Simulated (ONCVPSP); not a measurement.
**PBE ONCV dataset for Sr (Z = 38), scalar-relativistic all-electron reference.**

```
Element                 : strontium
Generator               : ONCVPSP 4.0.1
Type                    : optimised norm-conserving Vanderbilt (ONCV)
Functional              : PBE
Relativity              : scalar-relativistic
Frozen core             : [Ar] 3d10
Valence charge          : 10
Reference configuration : 4s2 4p6 5s1 (charge +1)
Partial waves           : 4s+5s: rc 2.25 bohr, ncon 3, nbas 7, qcut 6.4 1/bohr, 2 projectors; 4p: rc 2.05 bohr, ncon 4, nbas 8, qcut 7.7 1/bohr, 2 projectors, debl 3.6 Ha; d scattering state at 0.42 Ha: rc 2.45 bohr, ncon 4, nbas 9, qcut 4 1/bohr, 2 projectors, debl 2.5 Ha
Local potential         : polynomial inside 1.65 bohr (lpopt 5, dvloc0 2 Ha)
Core correction         : Teter function, fcfact 5.5, rcfact 1.4
```

In the d channel the program set the typed energies aside and used 0.050, 2.550 Ha.

* Cutoffs needed: 14 Ha and 19 Ha (the cutoffs (Ha) at which the residual kinetic energy of the hardest occupied pseudo-wave falls to 1 and 0.1 mHa per electron)
* Ghost test: no bound ghost flagged; no localised positive-energy state flagged
* Largest excitation error: +2.3 meV (all-electron minus pseudo) for 4s2 4p6 4d1 5s0, out of 4 test configurations
* rms error of d²Exc/dni dnj: 2.75 mHa without and 2.15 mHa with the model core
